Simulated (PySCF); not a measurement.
Atom-mapped SMILES (the numbers label the heavy atoms): `[CH3:1][NH:2][c:3]1[cH:4][cH:5][cH:6][n:7][cH:8]1` (H(Xn): hydrogen on atom n).

- PBE0-D3(BJ)/def2-TZVP structure
- shielding tensors at B97-2/pcSseg-2 (GIAO)
- code: PySCF 2.14.0 with density-fitted response routines
- one computed conformer, no relativistic terms, one averaged value for each set of equivalent atoms, no solvent model

Scale: TMS for ¹³C and ¹H; ¹⁵N vs NH3 (reference shieldings calculated alike).

| atoms | nucleus | count | δ (ppm) |
| --- | --- | --- | --- |
| C3 | ¹³C | 1 | 150.9 |
| N7 | ¹⁵N | 1 | 356.7 |
| H(N2) | ¹H | 1 | 3.41 |
| H(C1) | ¹H | 3 | ? |
| C4 | ¹³C | 1 | ? |
| H(C4) | ¹H | 1 | ? |
| C6 | ¹³C | 1 | 145.5 |
| H(C5) | ¹H | 1 | 7.24 |
| C8 | ¹³C | 1 | 144.3 |
| H(C8) | ¹H | 1 | 8.28 |
| H(C6) | ¹H | 1 | ? |
| C5 | ¹³C | 1 | 129.4 |
| C1 | ¹³C | 1 | 32.2 |
| N2 | ¹⁵N | 1 | 66.3 |

Question: Complete the table.

Answer: 
- C4: 118.8 ppm, aromatic CH; it is ortho or para to a lone-pair donor and shielded by resonance
- H(C6): 8.24 ppm, hydrogen on an aromatic CH next to a ring nitrogen; ring current plus the neighbouring ring nitrogen
- H(C4): 6.85 ppm, hydrogen on an aromatic CH; ortho or para to a lone-pair donor, hence upfield of benzene
- H(C1): 2.80 ppm, hydrogen on a methyl carbon bonded to N; its carbon carries N, hence the downfield position

The OH or NH signal is concentration- and solvent-dependent in practice; the value given is the gas-phase one. Shifts are as computed. Against solution values, carbons near 30 ppm lie about +3 ppm off and those near 130 ppm about +7 ppm. Of 1211 compounds with measured shifts, 218 miss one by over three times the rms of a fit or turn the order of signals round; such compounds aren't used in these exercises. Experimental scales use liquid or dissolved standards, which lie at an offset from isolated NH3 (liquid NH3: subtract about 20 ppm). Unscaled 15N shifts of sp2 nitrogen come out 20 to 40 ppm too high even then.
